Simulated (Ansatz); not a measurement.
Ansatz (a program for electronic structure) input file for C3H8FNSi, SMILES C=C(F)C[SiH2]N, PBE-D3(BJ)/def2-SVP. 

Ansatz 0.2 input:
```yaml
crystal:
  periodic: [false, false, false]
  atoms:
    - {symbol: C, position_ang: [2.44815205, 0.16988097, 0.73610397]}
    - {symbol: C, position_ang: [1.31179462, 0.34705471, 0.06352329]}
    - {symbol: F, position_ang: [0.70917534, 1.56629799, 0.10792243]}
    - {symbol: C, position_ang: [0.52585485, -0.63146570, -0.73599909]}
    - {symbol: Si, position_ang: [-1.20544896, -0.96837861, -0.01735898]}
    - {symbol: N, position_ang: [-2.12247751, 0.49180638, -0.18337417]}
    - {symbol: H, position_ang: [2.95265746, -0.79587453, 0.71547758]}
    - {symbol: H, position_ang: [2.88512570, 0.98715247, 1.31181118]}
    - {symbol: H, position_ang: [1.07671207, -1.58155742, -0.80632684]}
    - {symbol: H, position_ang: [0.38053810, -0.24404678, -1.76007793]}
    - {symbol: H, position_ang: [-1.00557250, -1.48260877, 1.37732383]}
    - {symbol: H, position_ang: [-1.87502328, -2.04595179, -0.80297743]}
    - {symbol: H, position_ang: [-1.66703105, 1.35858296, 0.09046322]}
    - {symbol: H, position_ang: [-3.11116555, 0.50945809, 0.04788027]}
basis:
  gaussian:
    orbitals: def2-SVP
hamiltonian:
  xc: pbe
  dispersion: d3bj
relax: {f_tol: 0.002, max_steps: 200}
```

Program output:

```
WARN ansatz: RAYON_NUM_THREADS=2 ignored (pool sized by the plan → 2); use --threads N
Functional definition: PBE
integrals: 0.07 GiB planned
1454 factors; their error is unknown
mean field: 0.42 GiB planned
mean field evaluation 1: about -15289.7247 eV, gradient 8.2e1 eV
mean field evaluation 2: about -15258.8297 eV, gradient 1.3e2 eV
mean field evaluation 4: about -15304.9135 eV, gradient 1.0e1 eV
mean field evaluation 8: about -15305.1576 eV, gradient 3.4e-1 eV
mean field evaluation 16: about -15305.0643 eV, gradient 1.4e-3 eV
mean field -15305.06428352 eV, -562.4507382742 hartree, gradient 4.0e-5 eV, S^2 0.000000; 0 other end points of the search recorded, 0 dependent functions left out
the calculation of the forces begins
reference -15305.06432250 eV, -562.4507397065 hartree; 28, 28 occupied and 100, 100 virtual orbitals, 1454 factors
relax step   1: F+E_penalty+E_count = -15305.37586088 eV  Δ(F+E_penalty+E_count) = +0.000e0 eV  max|allowed force component| = 3.682e-1 eV/Å  Δτ_max = 0.0000 Å  (30 SCF iters, accepted)
these checks for a lower state are left out or cut short: starts, cluster_reference, orbital_swaps, neighbouring_geometries, increment
integrals: 0.07 GiB planned
1454 factors; their error is unknown
mean field: 0.41 GiB planned
mean field -15305.07947619 eV, -562.4512965946 hartree, gradient 2.4e-5 eV, S^2 0.000000; 0 other end points of the search recorded, 0 dependent functions left out
the calculation of the forces begins
reference -15305.07951530 eV, -562.4512980316 hartree; 28, 28 occupied and 100, 100 virtual orbitals, 1454 factors
relax step   2: F+E_penalty+E_count = -15305.39014338 eV  Δ(F+E_penalty+E_count) = -1.428e-2 eV  max|allowed force component| = 1.042e-1 eV/Å  Δτ_max = 0.0138 Å  (32 SCF iters, accepted)
these checks for a lower state are left out or cut short: starts, cluster_reference, orbital_swaps, neighbouring_geometries, increment
integrals: 0.07 GiB planned
1454 factors; their error is unknown
mean field: 0.41 GiB planned
mean field evaluation 32: about -15305.0815 eV, gradient 1.2e-4 eV
mean field -15305.08152527 eV, -562.4513718967 hartree, gradient 2.4e-5 eV, S^2 0.000000; 0 other end points of the search recorded, 0 dependent functions left out
the calculation of the forces begins
reference -15305.08156443 eV, -562.4513733359 hartree; 28, 28 occupied and 100, 100 virtual orbitals, 1454 factors
relax step   3: F+E_penalty+E_count = -15305.39183876 eV  Δ(F+E_penalty+E_count) = -1.695e-3 eV  max|allowed force component| = 5.690e-2 eV/Å  Δτ_max = 0.0082 Å  (32 SCF iters, accepted)
these checks for a lower state are left out or cut short: starts, cluster_reference, orbital_swaps, neighbouring_geometries, increment
integrals: 0.07 GiB planned
1454 factors; their error is unknown
mean field: 0.41 GiB planned
mean field -15305.08196564 eV, -562.4513880800 hartree, gradient 2.4e-5 eV, S^2 0.000000; 0 other end points of the search recorded, 0 dependent functions left out
the calculation of the forces begins
reference -15305.08200481 eV, -562.4513895194 hartree; 28, 28 occupied and 100, 100 virtual orbitals, 1454 factors
relax step   4: F+E_penalty+E_count = -15305.39222293 eV  Δ(F+E_penalty+E_count) = -3.842e-4 eV  max|allowed force component| = 4.603e-2 eV/Å  Δτ_max = 0.0071 Å  (32 SCF iters, accepted)
these checks for a lower state are left out or cut short: starts, cluster_reference, orbital_swaps, neighbouring_geometries, increment
integrals: 0.07 GiB planned
1454 factors; their error is unknown
mean field: 0.41 GiB planned
mean field -15305.08216102 eV, -562.4513952602 hartree, gradient 2.4e-5 eV, S^2 0.000000; 0 other end points of the search recorded, 0 dependent functions left out
the calculation of the forces begins
reference -15305.08220018 eV, -562.4513966992 hartree; 28, 28 occupied and 100, 100 virtual orbitals, 1454 factors
relax step   5: F+E_penalty+E_count = -15305.39252152 eV  Δ(F+E_penalty+E_count) = -2.986e-4 eV  max|allowed force component| = 1.726e-2 eV/Å  Δτ_max = 0.0049 Å  (32 SCF iters, accepted)
these checks for a lower state are left out or cut short: starts, cluster_reference, orbital_swaps, neighbouring_geometries, increment
integrals: 0.07 GiB planned
1454 factors; their error is unknown
mean field: 0.41 GiB planned
mean field -15305.08223629 eV, -562.4513980264 hartree, gradient 2.4e-5 eV, S^2 0.000000; 0 other end points of the search recorded, 0 dependent functions left out
the calculation of the forces begins
reference -15305.08227544 eV, -562.4513994650 hartree; 28, 28 occupied and 100, 100 virtual orbitals, 1454 factors
[...]
these checks for a lower state are left out or cut short: starts, cluster_reference, orbital_swaps, neighbouring_geometries, increment
integrals: 0.07 GiB planned
1454 factors; their error is unknown
mean field: 0.42 GiB planned
mean field -15305.08226617 eV, -562.4513991243 hartree, gradient 1.2e-5 eV, S^2 0.000000; 0 other end points of the search recorded, 0 dependent functions left out
the calculation of the forces begins
reference -15305.08230530 eV, -562.4514005624 hartree; 28, 28 occupied and 100, 100 virtual orbitals, 1454 factors
relax step   9: F+E_penalty+E_count = -15305.39278083 eV  Δ(F+E_penalty+E_count) = -2.662e-6 eV  max|allowed force component| = 5.899e-3 eV/Å  Δτ_max = 0.0054 Å  (24 SCF iters, accepted)
these checks for a lower state are left out or cut short: starts, cluster_reference, orbital_swaps, neighbouring_geometries, increment
integrals: 0.07 GiB planned
1454 factors; their error is unknown
mean field: 0.42 GiB planned
mean field -15305.08229045 eV, -562.4514000165 hartree, gradient 7.9e-6 eV, S^2 0.000000; 0 other end points of the search recorded, 0 dependent functions left out
the calculation of the forces begins
reference -15305.08232958 eV, -562.4514014546 hartree; 28, 28 occupied and 100, 100 virtual orbitals, 1454 factors
relax step  10: F+E_penalty+E_count = -15305.39278892 eV  Δ(F+E_penalty+E_count) = -8.091e-6 eV  max|allowed force component| = 4.219e-3 eV/Å  Δτ_max = 0.0014 Å  (23 SCF iters, accepted)
these checks for a lower state are left out or cut short: starts, cluster_reference, orbital_swaps, neighbouring_geometries, increment
integrals: 0.07 GiB planned
1454 factors; their error is unknown
mean field: 0.42 GiB planned
mean field -15305.08229981 eV, -562.4514003606 hartree, gradient 8.3e-6 eV, S^2 0.000000; 0 other end points of the search recorded, 0 dependent functions left out
the calculation of the forces begins
reference -15305.08233894 eV, -562.4514017987 hartree; 28, 28 occupied and 100, 100 virtual orbitals, 1454 factors
relax step  11: F+E_penalty+E_count = -15305.39279179 eV  Δ(F+E_penalty+E_count) = -2.864e-6 eV  max|allowed force component| = 1.745e-3 eV/Å  Δτ_max = 0.0020 Å  (23 SCF iters, accepted)
these checks for a lower state are left out or cut short: starts, cluster_reference, orbital_swaps, neighbouring_geometries, increment
integrals: 0.07 GiB planned
1454 factors; their error is unknown
mean field: 0.41 GiB planned
mean field -15305.08231782 eV, -562.4514010226 hartree, gradient 2.1e-5 eV, S^2 0.000000; 0 other end points of the search recorded, 0 dependent functions left out
the calculation of the forces begins
reference -15305.08235695 eV, -562.4514024606 hartree; 28, 28 occupied and 100, 100 virtual orbitals, 1454 factors
relax step  12: F+E_penalty+E_count = -15305.39279472 eV  Δ(F+E_penalty+E_count) = -2.934e-6 eV  max|allowed force component| = 1.276e-3 eV/Å  Δτ_max = 0.0038 Å  (23 SCF iters, accepted)
these checks for a lower state are left out or cut short: starts, cluster_reference, orbital_swaps, neighbouring_geometries, increment
integrals: 0.07 GiB planned
1454 factors; their error is unknown
mean field: 0.42 GiB planned
mean field evaluation 96: about -15305.0823 eV, gradient 5.1e-4 eV
mean field -15305.08233996 eV, -562.4514018362 hartree, gradient 2.0e-5 eV, S^2 0.000000; 0 other end points of the search recorded, 0 dependent functions left out
the calculation of the forces begins
reference -15305.08237909 eV, -562.4514032741 hartree; 28, 28 occupied and 100, 100 virtual orbitals, 1454 factors
relax step  13: F+E_penalty+E_count = -15305.39279712 eV  Δ(F+E_penalty+E_count) = -2.399e-6 eV  max|allowed force component| = 2.552e-3 eV/Å  Δτ_max = 0.0039 Å  (23 SCF iters, accepted)
these checks for a lower state are left out or cut short: starts, cluster_reference, orbital_swaps, neighbouring_geometries, increment
integrals: 0.07 GiB planned
1454 factors; their error is unknown
mean field: 0.42 GiB planned
mean field -15305.08235932 eV, -562.4514025476 hartree, gradient 1.2e-5 eV, S^2 0.000000; 0 other end points of the search recorded, 0 dependent functions left out
the calculation of the forces begins
reference -15305.08239845 eV, -562.4514039855 hartree; 28, 28 occupied and 100, 100 virtual orbitals, 1454 factors
relax step  14: F+E_penalty+E_count = -15305.39279859 eV  Δ(F+E_penalty+E_count) = -1.468e-6 eV  max|allowed force component| = 2.432e-3 eV/Å  Δτ_max = 0.0028 Å  (23 SCF iters, accepted)
these checks for a lower state are left out or cut short: starts, cluster_reference, orbital_swaps, neighbouring_geometries, increment
integrals: 0.07 GiB planned
1454 factors; their error is unknown
mean field: 0.42 GiB planned
mean field -15305.08238626 eV, -562.4514035377 hartree, gradient 9.8e-6 eV, S^2 0.000000; 0 other end points of the search recorded, 0 dependent functions left out
the calculation of the forces begins
reference -15305.08242539 eV, -562.4514049755 hartree; 28, 28 occupied and 100, 100 virtual orbitals, 1454 factors
relax step  15: F+E_penalty+E_count = -15305.39279969 eV  Δ(F+E_penalty+E_count) = -1.099e-6 eV  max|allowed force component| = 2.048e-3 eV/Å  Δτ_max = 0.0022 Å  (23 SCF iters, accepted)
these checks for a lower state are left out or cut short: starts, cluster_reference, orbital_swaps, neighbouring_geometries, increment
integrals: 0.07 GiB planned
1454 factors; their error is unknown
mean field: 0.42 GiB planned
mean field -15305.08240260 eV, -562.4514041382 hartree, gradient 2.4e-5 eV, S^2 0.000000; 0 other end points of the search recorded, 0 dependent functions left out
the calculation of the forces begins
reference -15305.08244173 eV, -562.4514055760 hartree; 28, 28 occupied and 100, 100 virtual orbitals, 1454 factors
relax step  16: F+E_penalty+E_count = -15305.39280020 eV  Δ(F+E_penalty+E_count) = -5.107e-7 eV  max|allowed force component| = 1.509e-3 eV/Å  Δτ_max = 0.0010 Å  (22 SCF iters, accepted)
integrals: 0.07 GiB planned
1454 factors; their error is unknown
mean field: 0.42 GiB planned
mean field evaluation 128: about -15305.1745 eV, gradient 1.2e-1 eV
mean field -15305.08240260 eV, -562.4514041382 hartree, gradient 2.4e-5 eV, S^2 0.000000; 1 other end points of the search recorded, 0 dependent functions left out
the calculation of the forces begins
reference -15305.08244173 eV, -562.4514055760 hartree; 28, 28 occupied and 100, 100 virtual orbitals, 1454 factors
Total energy: -15305.39283932 eV, -562.4628124773 hartree
Atom 0 at     2.461135     0.166128     0.739060 Å, force    -0.000029     0.000001    -0.000580 eV/Å
Atom 1 at     1.313064     0.348030     0.067870 Å, force     0.000281     0.000661     0.000716 eV/Å
Atom 2 at     0.704787     1.571632     0.126498 Å, force     0.000315    -0.000508    -0.000197 eV/Å
Atom 3 at     0.526912    -0.627191    -0.738198 Å, force    -0.000216    -0.000385    -0.000342 eV/Å
Atom 4 at    -1.210438    -0.966186    -0.017131 Å, force    -0.000395    -0.000573     0.000739 eV/Å
Atom 5 at    -2.136754     0.497345    -0.224272 Å, force     0.001509     0.000475     0.000163 eV/Å
Atom 6 at     2.971992    -0.804537     0.704997 Å, force    -0.000307     0.000385    -0.000069 eV/Å
Atom 7 at     2.900093     0.984848     1.325470 Å, force    -0.000299    -0.000337     0.000089 eV/Å
Atom 8 at     1.078758    -1.584845    -0.815147 Å, force     0.000056     0.000261    -0.000029 eV/Å
Atom 9 at     0.373326    -0.233940    -1.767276 Å, force     0.000129    -0.000102     0.000237 eV/Å
Atom 10 at    -1.006635    -1.467055     1.397638 Å, force     0.000036     0.000031    -0.000386 eV/Å
Atom 11 at    -1.879827    -2.065924    -0.797492 Å, force     0.000077     0.000519     0.000008 eV/Å
Atom 12 at    -1.672256     1.356814     0.085706 Å, force    -0.000945    -0.000440    -0.000444 eV/Å
Atom 13 at    -3.120865     0.505231     0.056668 Å, force    -0.000212     0.000012     0.000098 eV/Å
Dipole moment:    -0.074050    -0.060141     0.035387 e Å
```

The run converged.

Cost: around 70 core-seconds (rough).
